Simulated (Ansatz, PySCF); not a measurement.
Pair of molecules: H2O (SMILES O) (first 3 atoms) with ClH3Si (SMILES [SiH3]Cl); geometry from B3LYP-D3(BJ)/def2-TZVP.
(charge 0, multiplicity 1):
```xyz
8

O      0.1941    -0.2430    -0.1529
H      1.1184    -0.3253    -0.4101
H      0.1356     0.5998     0.3130
Si    -0.2688    -1.0626     2.9331
Cl     0.0091     1.0021     2.9144
H     -0.4976    -1.4341     4.3446
H      0.9583    -1.7061     2.4343
H     -1.4462    -1.3903     2.1150
```

Basis-set superposition error: the interaction energy with monomers in their own basis, and in the dimer's basis (counterpoise).

Codes used: Ansatz (Gaussian basis) for Hartree–Fock, density functionals and correlated methods; PySCF for 6-31G* rows. 

```
level                    uncorrected (kcal/mol)  counterpoise (kcal/mol)  difference
-----------------------  ----------------------  -----------------------  ----------
HF/6-31G*                                 -2.87                    -1.20        1.67
HF/aug-cc-pV(D+d)Z                        -1.12                    -0.72        0.40
HF/aug-cc-pV(Q+d)Z                        -0.65                    -0.62        0.03
SVWN5/def2-TZVPPD                         -5.38                    -5.27        0.11
revPBE/def2-TZVPPD                        -0.27                    -0.19        0.08
r2SCAN/def2-TZVPPD                        -3.05                    -2.97        0.08
B97M-V/def2-TZVPPD                        -3.24                    -3.15        0.09
CAM-B3LYP/def2-TZVPPD                     -2.25                    -2.17        0.09
wB97M-V/def2-TZVPPD                       -3.25                    -3.17        0.08
CCSD(T)/aug-cc-pV(D+d)Z                   -3.54                    -2.31        1.23
```

The error is largest for HF/6-31G* (1.67 kcal/mol) and smallest for HF/aug-cc-pV(Q+d)Z (0.03 kcal/mol).

Ansatz is a program for electronic structure.
